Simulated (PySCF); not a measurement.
Gas-phase equilibrium of 1 mol H2S, 5.7 mol SO2 at 600 K and 0.00100 bar, among 21 species (S2O, SO2, O2, O, S2, S6, HO2, H2S2, H2O, H, H2O2, H2S, O3, SO, SH, H2, S8, S, SO3, H2SO4, OH). Only gases are allowed; each row takes one source of thermochemistry for all species, and Cantera finds the minimum.

Computed with PySCF (xtb for GFN2) and rigid-rotor harmonic-oscillator thermochemistry at 1 bar. S°(298 K) at PBE0/def2-TZVP differs from the NASA 1993 table for S8 (-8 J/mol/K); whether the harmonic model or the table's entry is off was not settled. † marks an energy on the PBE0/def2-TZVP geometry and frequencies; other levels use their own. CCSD(T) freezes the core. Open shells (unrestricted) among the columns below: S2 (multiplicity 3); the rest are closed-shell singlets. GFN2 has no spin-polarisation term. B3LYP is the form with VWN-RPA correlation. CCSD(T) isn't extrapolated to the basis-set limit. The harmonic model lacks anharmonicity and excited electronic states, which grow with temperature; levels with a mode under 35 cm⁻¹ are left out. Soft modes under 120 cm⁻¹ make the harmonic entropy rough for S8. Warning, large T1 diagnostic: SO2 (CCSD(T)/def2-SVP†).

Molecules larger than those listed are left out.

Mole fractions:

| thermochemistry | x SO2 | x H2O | x S2 | x H2S | x S6 | x S8 |
|---|---|---|---|---|---|---|
| B3LYP/def2-TZVP† | 0.75 | 0.14 | 0.11 | 0.0037 | 4.0e-10 | 1.3e-12 |
| CCSD(T)/def2-SVP† | 0.75 | 0.14 | 0.11 | 1.3e-5 | <1e-12 | <1e-12 |
| GFN2-xTB | 0.81 | 0.15 | 5.7e-5 | 0.0034 | 0.022 | 0.012 |
| PBE/def2-SVP | 0.75 | 0.14 | 0.11 | 0.00068 | 8.0e-7 | 1.5e-7 |
| PBE0/def2-SVP† | 0.75 | 0.14 | 0.11 | 6.2e-6 | 6.2e-9 | 2.4e-11 |
| ωB97X-V/def2-TZVP† | 0.78 | 0.10 | 0.069 | 0.044 | 0.0026 | 9.9e-5 |
The most sensitive of these is S6: it spans a factor of 10^10.3 over these rows; at this temperature one factor of ten is RT ln 10 = 11 kJ/mol.
